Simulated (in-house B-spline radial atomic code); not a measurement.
Whole-atom quantities along the 41-electron series, configuration 1s2 2s2 2p6 3s2 3p6 3d10 4s2 4p6 4d3/2(4) 4d5/2(1). Breit and QED terms are first order and not part of the total energy; the density at the nucleus is averaged over the nuclear charge. Computed with a B-spline radial code for spherical atoms: Dirac-Hartree-Fock, jj configuration that fills j = l - 1/2 first, finite nuclei.

```csv
ion,Z,E/Z² (Eh),Σ<r²> (bohr²),n(0)/Z³ (bohr⁻³),Lamb diamagnetic shielding (ppm),repulsion over attraction,Breit energy (eV),self-energy (eV),vacuum polarisation (eV)
Mo+,42,-2.2942,38.471,1.19,4129.99,0.15634,65.582,49.23,-5.5462
Tc2+,43,-2.3166,30.949,1.2207,4264.4,0.15455,71.099,53.453,-6.1198
Ru3+,44,-2.3386,26.196,1.2506,4398.81,0.1526,76.936,57.934,-6.7391
Rh4+,45,-2.36,22.774,1.2836,4533.51,0.15057,83.104,62.685,-7.4076
Pd5+,46,-2.381,20.136,1.3171,4668.63,0.1485,89.611,67.715,-8.1279
Ag6+,47,-2.4016,18.018,1.353,4804.27,0.1464,96.469,73.037,-8.9033
Cd7+,48,-2.4217,16.27,1.3884,4940.49,0.14429,103.69,78.661,-9.7367
In8+,49,-2.4414,14.799,1.4277,5077.35,0.14219,111.27,84.6,-10.632
Sn9+,50,-2.4607,13.541,1.4674,5214.9,0.14011,119.24,90.866,-11.593
Sb10+,51,-2.4796,12.453,1.5092,5353.19,0.13804,127.6,97.472,-12.624
Te11+,52,-2.4981,11.503,1.551,5492.25,0.136,136.37,104.43,-13.727
I12+,53,-2.5163,10.665,1.5977,5632.14,0.13398,145.54,111.76,-14.909
Xe13+,54,-2.5341,9.9213,1.6448,5772.87,0.132,155.14,119.46,-16.173
Cs14+,55,-2.5516,9.2574,1.6951,5914.51,0.13005,165.18,127.57,-17.525
Ba15+,56,-2.5688,8.6613,1.7466,6057.08,0.12813,175.66,136.08,-18.968
La16+,57,-2.5857,8.1235,1.8017,6200.62,0.12624,186.61,145.02,-20.51
Ce17+,58,-2.6024,7.6362,1.8589,6345.18,0.12439,198.02,154.41,-22.155
Pr18+,59,-2.6188,7.1929,1.9194,6490.79,0.12257,209.92,164.25,-23.909
Nd19+,60,-2.6349,6.7882,1.9823,6637.49,0.12078,222.32,174.58,-25.78
Pm20+,61,-2.6509,6.4174,2.0453,6785.32,0.11903,235.22,185.41,-27.771
Sm21+,62,-2.6666,6.0768,2.1042,6934.31,0.11731,248.64,196.75,-29.888
Eu22+,63,-2.6821,5.7631,2.1746,7084.54,0.11562,262.59,208.62,-32.146
Gd23+,64,-2.6974,5.4733,2.2467,7236.04,0.11397,277.09,221.06,-34.549
Tb24+,65,-2.7125,5.2049,2.339,7388.93,0.11235,292.16,234.08,-37.116
Dy25+,66,-2.7275,4.9559,2.4039,7543.05,0.11076,307.79,247.69,-39.825
```

Question: With what power of Z does the column «Σ<r²> (bohr²)» change over this range?

Answer: A fit of the logarithm of its size against log Z from Z = 42 to 66 has slope -4.23. Unscreened non-relativistic hydrogenic orbitals would give -2.
